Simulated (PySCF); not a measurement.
The same groups moved round the core (benzene trifluoromethyl+boryl). Gas-phase values, no solvent. One relaxed conformer stands for each flexible species; it need not be the lowest. Strings in code marks are SMILES.

The four lowest singlet excitations (Tamm–Dancoff). Computed with r2SCAN-D4/def2-TZVP // r2SCAN-D4/def2-SVP (PySCF 2.14.0). Excitations are Tamm–Dancoff values on a coarser integration grid. The basis has no diffuse functions, so Rydberg states are missing or too high.

```json
[
 {"state": "S1", "energy (eV)": "5.22", "wavelength (nm)": "238", "oscillator strength": "0.016"},
 {"state": "S2", "energy (eV)": "5.27", "wavelength (nm)": "235", "oscillator strength": "0.000"},
 {"state": "S3", "energy (eV)": "5.67", "wavelength (nm)": "219", "oscillator strength": "0.000"},
 {"state": "S4", "energy (eV)": "6.04", "wavelength (nm)": "205", "oscillator strength": "0.038"}
]
```

Problem. Name which member gives these states.
(A) `Bc1ccccc1C(F)(F)F`
(B) `Bc1cccc(C(F)(F)F)c1`
(C) `Bc1ccc(C(F)(F)F)cc1`

Solution. A, `Bc1ccccc1C(F)(F)F`
